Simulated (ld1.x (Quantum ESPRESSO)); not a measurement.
**Configuration tests for silver (PAW)**

| Item | Value |
| --- | --- |
| Element | silver |
| Generator | ld1.x (Quantum ESPRESSO) 7.5 |
| Type | PAW |
| Functional | PBE |
| Relativity | fully relativistic |
| Frozen core | [Ar] 3d10 4s2 |
| Valence charge | 17 |
| Reference configuration | 4p6 4d10 5s1 5p0 |
| Partial waves | 5s (bound): rcut 2.20, rcutus 2.55 bohr; 5s channel at 1.2 Ry: rcut 2.20, rcutus 2.55 bohr; 4p (bound): rcut 1.35, rcutus 1.55 bohr; 5p (bound, empty): rcut 1.35, rcutus 1.55 bohr; 4d (bound): rcut 1.25, rcutus 1.55 bohr; 4d channel at -0.15 Ry: rcut 1.25, rcutus 1.55 bohr |
| Local potential | all-electron potential smoothed inside 1.70 bohr (lloc = -1) |
| Core correction | Bessel-smoothed model core inside 1.15 bohr |
| Augmentation charge | BESSEL, radius 1.35 bohr |

Open shells are filled in proportion to 2j + 1 (rel_dist='average').

Energies are relative to the spin-unpolarised reference configuration 4p6 4d10 5s1 5p0; without spin polarisation the order of configurations can differ from experiment.

```tsv
valence configuration	charge	ΔE all-electron (eV)	error AE − PS (meV)
4p6 4d9 5s0 5p0	+2	29.874	-2.3
4p6 4d8 5s0 5p0	+3	66.065	-36
4p6 4d7 5s0 5p0	+4	117.775	-134
4p6 4d10 5s0 5p1	0	3.862	+2.8
4p6 4d10 5s0.5 5p0	+0.5	3.018	+0.3
```

Problem. What are ΔE and the potential's error for 4p6 4d10 5s0 5p0?

Solution. ΔE = 7.759 eV all-electron; the error (AE − PS) is +2.6 meV.

Problem. What are ΔE and the potential's error for 4p6 4d9 5s1 5p1?

Solution. ΔE = 8.568 eV all-electron; the error (AE − PS) is -3.7 meV.

Levels in the configuration 4p6 4d10 5s0.5 5p0:

```tsv
level	all-electron (eV)	pseudo (eV)
4p j=1/2	-65.984	-65.984
4p j=3/2	-60.905	-60.905
4d j=3/2	-11.708	-11.707
4d j=5/2	-11.147	-11.147
5s j=1/2	-7.716	-7.713
```

The ghost test of this file was not conclusive.
